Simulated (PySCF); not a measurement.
# Dipole moment and polarisability of `CC#C[C@H]1CCN([SiH3])C1`

C7H13NSi.
Geometry (PBE0-D3(BJ)/def2-SVP, Å), atoms numbered from 1 in this order:
```xyz
22
C7H13NSi angstrom
C      3.6327    0.2373   -1.3176
C      2.3756    0.1250   -0.5946
C      1.3310    0.0275    0.0139
C      0.0631   -0.0820    0.7268
C     -0.6327    1.2847    0.9597
C     -1.7776    1.2853   -0.0473
N     -2.1893   -0.1021   -0.0597
Si    -3.7638   -0.6740   -0.4973
C     -0.9908   -0.9127   -0.0695
H      3.5088   -0.0303   -2.3788
H      4.3983   -0.4304   -0.8926
H      4.0266    1.2651   -1.2766
H      0.2556   -0.5645    1.6983
H      0.0601    2.1282    0.8372
H     -1.0443    1.3182    1.9789
H     -2.6097    1.9448    0.2458
H     -1.4146    1.6280   -1.0394
H     -4.0213   -0.7968   -1.9734
H     -3.9384   -2.0334    0.0996
H     -4.7670    0.2865    0.0548
H     -0.6021   -1.0906   -1.0914
H     -1.1754   -1.8974    0.3890
```

Level: wB97X-D/def2-SVPD (PySCF), static field, nuclei fixed, core orbitals frozen in the response. The polarisability tensor in these axes (au):

```
x   150.19   5.16 -10.37
y     5.16 101.28   1.91
z   -10.37   1.91 100.44
```

Problem. Give the principal values, the mean and the anisotropy Δα = √{½[(α1 − α2)² + (α2 − α3)² + (α1 − α3)²]}.

Solution. Principal values 96.47, 102.74 and 152.69 au; mean 117.30 au = 17.38 Å³ = 19.34 × 10⁻⁴⁰ C²·m²/J; Δα = 53.36 au (45 % of the mean).

Problem. What is the dipole moment, and where does it point?

Solution. (1.07, 0.48, 0.01) D, 1.18 D in size, pointing from the negative to the positive side. Measured along this direction, the outermost atoms are H19 at the negative end and H12 at the positive end.

Problem. Estimate the molar refractivity from the static electronic polarisability.

Solution. Lorentz–Lorenz: R = (4π/3)N_A α = 2.5225 cm³/(mol·Å³) × 17.38 Å³ = 43.8 cm³/mol, in the limit of long wavelengths.

Problem. Orientational against electronic polarisability at 298 K (dilute gas, rigid molecules)?

Solution. In Gaussian units μ²/3kT = 11.24 Å³ against 17.38 Å³, a ratio of 0.65; the Debye molar polarisation (4π/3)N_A(α + μ²/3kT) is 72.2 cm³/mol, leaving out the vibrational part.

Problem. Directions of the eigenvectors, and the extent of the frame along each?

Solution. Largest value along (0.98, 0.09, -0.19), where the nuclei span 9.07 Å; middle along (0.03, 0.83, 0.55), 4.12 Å; least along (0.21, -0.55, 0.81), 3.77 Å. The response follows the extents in order.

Problem. Give the eigenvalues of the traceless quadrupole moment Θ = ½Σq(3rr − r²1), origin at the centre of nuclear charge.

Solution. -5.16, -0.27, 5.43 D·Å. The values depend on the origin, since the dipole doesn't vanish. The electronic extent ⟨r²⟩ about the same centre is 2150 bohr², a root-mean-square distance of 2.81 Å for the 76 electrons.

One conformer (not necessarily the lowest) at the PBE0-D3(BJ)/def2-SVP geometry, without solvent, vibrations or thermal averaging.
